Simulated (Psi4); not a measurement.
C$_{4}$H$_{10}$O$_{2}$ (SMILES COCC(C)O), singlet, geometry from GFN2-xTB; B3LYP/STO-3G run with Psi4.

Here is a job for Psi4.
```
memory 2 GB

molecule mol {
0 1
  C     2.549505    0.543348   -0.246058
  O     1.383459   -0.099980    0.195595
  C     0.239884    0.240458   -0.559727
  C    -0.954994   -0.503424    0.048065
  C    -2.244786   -0.190044   -0.698439
  O    -1.119833   -0.131061    1.396422
  H     2.452410    1.634035   -0.176604
  H     3.355820    0.207713    0.402943
  H     2.780459    0.276816   -1.284664
  H     0.065301    1.326235   -0.512165
  H     0.373895   -0.047238   -1.612696
  H    -0.743054   -1.584209   -0.010468
  H    -2.441885    0.877970   -0.660313
  H    -2.171275   -0.507790   -1.734442
  H    -3.069879   -0.709231   -0.220256
  H    -0.248444   -0.168010    1.809479
}

set basis sto-3g
set reference rks

energy('b3lyp')
print_variables()
```

### Question
Write the output that Psi4 gives for this input, abridged.

### Answer

```
   => Loading Basis Set <=

    Name: STO-3G
    Role: ORBITAL
    Keyword: BASIS

         ---------------------------------------------------------
                                   SCF
               by Justin Turney, Rob Parrish, Andy Simmonett
                          and Daniel G. A. Smith
                              RKS Reference
         ---------------------------------------------------------

  ==> Geometry <==

    Molecular point group: c1
    Full point group: C1

    Geometry (in Angstrom), charge = 0, multiplicity = 1:

       Center              X                  Y                   Z               Mass
    ------------   -----------------  -----------------  -----------------  -----------------
         C            2.553412085404     0.557725039077    -0.290022390579    12.000000000000
         O            1.387366085404    -0.085602960923     0.151630609421    15.994914619570
         C            0.243791085404     0.254835039077    -0.603691390579    12.000000000000
         C           -0.951086914596    -0.489046960923     0.004100609421    12.000000000000
         C           -2.240878914596    -0.175666960923    -0.742403390579    12.000000000000
         O           -1.115925914596    -0.116683960923     1.352457609421    15.994914619570
         H            2.456317085404     1.648412039077    -0.220568390579     1.007825032230
         H            3.359727085404     0.222090039077     0.358978609421     1.007825032230
         H            2.784366085404     0.291193039077    -1.328628390579     1.007825032230
         H            0.069208085404     1.340612039077    -0.556129390579     1.007825032230
         H            0.377802085404    -0.032860960923    -1.656660390579     1.007825032230
         H           -0.739146914596    -1.569831960923    -0.054432390579     1.007825032230
         H           -2.437977914596     0.892347039077    -0.704277390579     1.007825032230
         H           -2.167367914596    -0.493412960923    -1.778406390579     1.007825032230
         H           -3.065971914596    -0.694853960923    -0.264220390579     1.007825032230
         H           -0.244536914596    -0.153632960923     1.765514609421     1.007825032230

  Running in c1 symmetry.

  Rotational constants: A =      0.26224  B =      0.06390  C =      0.05497 [cm^-1]
  Rotational constants: A =   7861.66870  B =   1915.67813  C =   1648.06369 [MHz]
  Nuclear repulsion =  261.364953335469124

  Charge       = 0
[...]
   @DF-RKS iter   2:  -304.81799341489995   -2.67784e-03   7.48737e-03 ADIIS/DIIS
   @DF-RKS iter   3:  -304.86980347818331   -5.18101e-02   3.34138e-04 ADIIS/DIIS
   @DF-RKS iter   4:  -304.86990023763349   -9.67595e-05   1.52885e-04 ADIIS/DIIS
   @DF-RKS iter   5:  -304.86992489188418   -2.46543e-05   1.36529e-05 DIIS
   @DF-RKS iter   6:  -304.86992506101922   -1.69135e-07   6.16688e-06 DIIS
   @DF-RKS iter   7:  -304.86992509665748   -3.56383e-08   7.69803e-07 DIIS
  Energy and wave function converged.

  ==> Post-Iterations <==

   Electrons on quadrature grid:
      Ntotal   =   50.0000133624 ; deviation = 1.336e-05

    Orbital Energies [Eh]
    ---------------------

    Doubly Occupied:

[...]
      25A     -0.129565

    Virtual:

[...]
    Final Occupation by Irrep:
              A
    DOCC [    25 ]
    NA   [    25 ]
    NB   [    25 ]

  @DF-RKS Final Energy:  -304.86992509665748

   => Energetics <=

    Nuclear Repulsion Energy =            261.3649533354691243
    One-Electron Energy =                -934.4427135740372705
    Two-Electron Energy =                 402.7889702346141689
    DFT Exchange-Correlation Energy =     -34.5811350927035477
    Empirical Dispersion Energy =           0.0000000000000000
    VV10 Nonlocal Energy =                  0.0000000000000000
    Total Energy =                       -304.8699250966574823

Computation Completed

Properties will be evaluated at   0.000000,   0.000000,   0.000000 [a0]

Properties computed using the SCF density matrix

 Multipole Moments:

 ------------------------------------------------------------------------------------
     Multipole            Electronic (a.u.)      Nuclear  (a.u.)        Total (a.u.)
 ------------------------------------------------------------------------------------

 L = 1.  Multiply by 2.5417464519 to convert [e a0] to [Debye]
 Dipole X            :          0.0964062            0.3691850            0.4655911
 Dipole Y            :         -1.1954338            1.3584163            0.1629825
 Dipole Z            :          3.6491515           -4.1540404           -0.5048890
 Magnitude           :                                                    0.7058692

 ------------------------------------------------------------------------------------

  Variable Map:
  ----------------------------------------------------------------------------
[...]
  Array Variable Map:
  ----------------------------------------------------------------------------
[...]
[...]
```
